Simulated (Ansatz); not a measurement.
Geometry optimisation, RKS PBE/def2-SVP (Ansatz 0.2.0).

The input (input.yaml):

```yaml
crystal:
  periodic: [false, false, false]
  atoms:
    - { symbol: Ti, position_ang: [0.0, 0.0, 0.0] }
    - { symbol: F, position_ang: [0.0, 0.0, 1.83] }
    - { symbol: F, position_ang: [1.7257, 0.0, -0.6094] }
    - { symbol: Cl, position_ang: [-1.1163, 1.9339, -0.7892] }
    - { symbol: Cl, position_ang: [-1.1163, -1.9339, -0.7892] }
basis:
  gaussian: { orbitals: def2-SVP }
hamiltonian:
  xc: pbe
relax:
  f_tol: 0.02
  max_steps: 40
```

Launched with:

```bash
$ ansatz run input.yaml --threads 2 --pin off --max-ram 3072MiB --backend cpu --events-out ev --progress --plain --runs-dir out
```

Where does it end, and by what steps?

It converged. After 3 steps the energy has fallen by 0.709 eV; Cl4 moved furthest, 0.17 Å.

```csv
step,energy less start (eV),largest force component (eV/Å),accepted
0,0.0000,2.555,yes
1,-0.6802,1.026,yes
2,-0.7085,0.124,yes
3,-0.7093,0.018,yes
```

```xyz
5
Properties=species:S:1:pos:R:3
Ti -0.023 0.000 -0.016
F -0.014 0.000 1.720
F 1.617 0.000 -0.587
Cl -1.043 1.793 -0.738
Cl -1.043 -1.793 -0.738
```

Whether the end is a true minimum wasn't checked by a vibrational analysis.

Run time: 7.6 s on 2 threads of Arm Neoverse V2, on a shared host, peak memory 0.14 GiB.
